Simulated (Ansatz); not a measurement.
C$_{2}$H$_{5}$F$_{3}$Si, SMILES `CC(F)(F)[SiH2]F`, relaxed with RKS PBE0-D4/def2-TZVP in the Gaussian-basis code of Ansatz from a PBE-D4/def2-SVP geometry. The force threshold is 0.005 eV/Å; the program also tests the step.

The species carries charge 0 and has multiplicity 1.

Start:

```xyz
11

C     0.978   -0.625    0.883
C     0.434    0.484    0.013
F     1.354    0.772   -0.982
F     0.288    1.643    0.771
Si   -1.285    0.207   -0.814
F    -1.223   -1.187   -1.679
H     0.289   -0.830    1.725
H     1.966   -0.323    1.284
H     1.095   -1.550    0.286
H    -2.331    0.055    0.251
H    -1.566    1.352   -1.737
```

**Question.** How much energy does the relaxation release, and in how many steps? (An estimate is asked.)

**Answer.** Computed: 0.06 eV, in 5 steps.

**Question.** Which bonds change most? (Best estimate.)

**Answer.** Ansatz gave: Si5–F6 from 1.642 to 1.598 Å; Si5–H10 from 1.500 to 1.481 Å; Si5–H11 from 1.497 to 1.478 Å; C1–H9 from 1.107 to 1.091 Å.

**Question.** Give the relaxed structure. (An estimate is asked.)

**Answer.** The calculation gave: 
```xyz
11

C     0.966   -0.622    0.872
C     0.431    0.483    0.011
F     1.351    0.772   -0.967
F     0.309    1.629    0.767
Si   -1.277    0.203   -0.810
F    -1.206   -1.160   -1.642
H     0.278   -0.825    1.695
H     1.935   -0.324    1.279
H     1.088   -1.530    0.280
H    -2.304    0.052    0.247
H    -1.571    1.322   -1.730
```
